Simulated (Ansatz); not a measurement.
Stepwise reaction of tin tetrachloride with ammonia, as a gas-phase model of exchange steps in deposition or etching. ΔE in kJ/mol.

Calculated with Ansatz (gas phase, PBE0-D4/def2-TZVP geometries, no zero-point term in ΔE). CCSD(T)/CBS is the MP2 limit (def2-TZVPP, def2-QZVPP) plus CCSD(T) − MP2 in def2-TZVPP, frozen cores. This one scheme is used for every species. DFT in def2-TZVPP. B3LYP here is the variant with VWN-RPA as its local correlation; programs differ in this. def2 core potentials past Kr. For Sn outer-core shells are correlated without core-valence functions, which leaves a few kJ/mol of doubt a bond. One conformer a species, not always the lowest.

| step | reaction | PBE-D4 | B3LYP-D4 | ωB97M-V | CCSD(T)/CBS |
| --- | --- | --- | --- | --- | --- |
| 1 | `[Cl][Sn]([Cl])([Cl])[Cl]` + NH₃ → `[NH2][Sn]([Cl])([Cl])[Cl]` + HCl | 73.7 | 75.7 | 74.0 | 72.0 |
| 2 | `[NH2][Sn]([Cl])([Cl])[Cl]` + NH₃ → `[NH2][Sn]([NH2])([Cl])[Cl]` + HCl | 75.6 | 77.6 | 76.0 | 74.2 |
| 3 | `[NH2][Sn]([NH2])([Cl])[Cl]` + NH₃ → `[NH2][Sn]([NH2])([NH2])[Cl]` + HCl | 89.4 | 91.7 | 89.8 | 88.0 |
| 4 | `[NH2][Sn]([NH2])([NH2])[Cl]` + NH₃ → `[NH2][Sn]([NH2])([NH2])[NH2]` + HCl | 104.8 | 105.4 | 102.9 | 99.1 |

Problem. By hand: ΔE of the 4 steps together at CCSD(T)/CBS.

Solution. (72.0) + (74.2) + (88.0) + (99.1) = 333.3 kJ/mol, or 83.3 kJ/mol a step.

In ΔE each step is higher than the one before. All are uphill at CCSD(T)/CBS. PBE-D4 differs from CCSD(T)/CBS by 1.4 to 5.7 kJ/mol a step. Isolated molecules leave out the surface, adducts and barriers. Largest T1 diagnostic: 0.012.
